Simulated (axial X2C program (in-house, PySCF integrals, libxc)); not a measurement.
## Which molecule has these constants?

Computed with an axial X2C code built on PySCF integrals, spin-free (one-electron X2C) or two-component (2c: spin–orbit coupling with atomic mean-field Coulomb and Gaunt terms, which also bring small scalar terms), in Dyall basis sets with cores contracted in-house; open shells are unrestricted.

A two-component CCSD(T) calculation in a Dyall 3-zeta basis gave Re = 2.496 Å, ωe = 191.0 cm⁻¹, De = 0.27 eV, Ω = 1.

Question: Which molecule is it?
A. LiNa⁺
B. NaO⁺
C. NaBe⁺
D. NaN⁺
E. NaB⁺

Answer: B. The others have NaB⁺ 2.854 Å and 208.3 cm⁻¹ (Ω = 1/2); NaN⁺ 2.656 Å and 139.4 cm⁻¹ (Ω = 3/2); LiNa⁺ 3.388 Å and 190.3 cm⁻¹ (Ω = 1/2); NaBe⁺ 2.973 Å and 200.3 cm⁻¹ (Ω = 0).

Frozen shells (counts by l): NaO⁺ Na 1s, O 1s, 14 electrons correlated; NaB⁺ Na 1s, B 1s, 11 electrons correlated; NaN⁺ Na 1s, N 1s, 13 electrons correlated; LiNa⁺ Na 1s, Li 1s, 9 electrons correlated; NaBe⁺ Na 1s, Be 1s, 10 electrons correlated. Coupled cluster in natural virtuals with an MP2 remainder. Where the outer core of a metal is frozen, bonds come out longer and ionisation energies lower.

Each entry is the lowest single determinant of a limited PBE0 search at one distance. De goes to single-determinant-based atoms at the same level (for ions the charge split of lowest energy) and is withheld (n/a) where an atom does not fit its ground term or J level. Main or longest-lived isotopes. One determinant is a doubtful description, or other states lie close, for NaO⁺, NaN⁺; these need not be ground states, and all values refer to the states named. Some open-shell Ω = 0 determinants are out of reach, so the Ω given for NaO⁺ need not be the lowest component. With several unpaired electrons the Ω given is that of one determinant, not necessarily of the lowest component. Some light 2c atoms are not at their ground J level, so De misses part of their lowering (0.04 eV or less).
